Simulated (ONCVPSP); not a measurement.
**Varying the ONCV potential for germanium**

Base potential:

```
Element                 : germanium
Generator               : ONCVPSP 4.0.1
Type                    : optimised norm-conserving Vanderbilt (ONCV)
Functional              : PBE
Relativity              : scalar-relativistic
Frozen core             : [Ar] 3d10
Valence charge          : 4
Reference configuration : 4s2 4p2
Partial waves           : 4s: rc 1.35 bohr, ncon 3, nbas 8, qcut 6.1 1/bohr, 1 projector; 4p: rc 1.35 bohr, ncon 3, nbas 6, qcut 5.6 1/bohr, local
Local potential         : the p channel
Core correction         : polynomial model core, fcfact 0.45
```

All-electron outer shells of the reference configuration (PBE, scalar-relativistic, ld1.x):

| shell | level (eV) | outermost node (bohr) | outermost maximum (bohr) |
| --- | --- | --- | --- |
| 3p | -115.62 | 0.23 | 0.54 |
| 3d | -29.31 | – | 0.50 |
| 4s | -11.73 | 0.77 | 1.75 |
| 4p | -3.90 | 0.82 | 2.22 |

Cutoffs, loose and tight: the cutoffs (Ha) at which the residual kinetic energy of the hardest occupied pseudo-wave falls to 1 and 0.1 mHa per electron. They do not see the model core or the augmentation charge, which bear on the density cutoff. Test errors are all-electron minus pseudo excitation energies from the reference, over the configurations 4s2 4p1; 4s2 4p0; 4s1 4p0; 4s0 4p4. A dash means not determined; rows that change the core or the reference have their own tests.

A true bound ghost makes a file unfit for plane-wave use even where its test errors are small: the radial tests pick states by their node count and pass the ghost by.

| change | outcome | cutoff, loose | cutoff, tight | bound ghosts | GHOST(+) flags above zero | largest test error (meV) |
| --- | --- | --- | --- | --- | --- | --- |
| base | generated | 30 Ha | 83 Ha | s | none | -263 |
| core correction polynomial model core, fcfact 0.18 | generated | 30 Ha | 83 Ha | s | none | -256 |
| core correction polynomial model core, fcfact 0.34 | generated | 30 Ha | 83 Ha | s | none | -257 |
| core correction polynomial model core, fcfact 0.48 | generated | 30 Ha | 83 Ha | s | none | -265 |
| core correction polynomial model core, fcfact 0.68 | generated | 30 Ha | 83 Ha | s | none | -272 |
| core correction polynomial model core, fcfact 0.84 | generated | 30 Ha | 83 Ha | s | none | -278 |
| core correction polynomial model core, fcfact 1.06 | generated | 30 Ha | 83 Ha | s | none | -280 |
| core correction polynomial model core, fcfact 1.18 | generated | 30 Ha | 83 Ha | s | none | -283 |

Reading the sweep of the fcfact (base included, trends over the rows without a ghost): Bound ghosts are found at 0.18, 0.34, 0.45, 0.48, 0.68, 0.84, 1.06, 1.18. Every judged row has one, so this setting neither creates nor removes them.
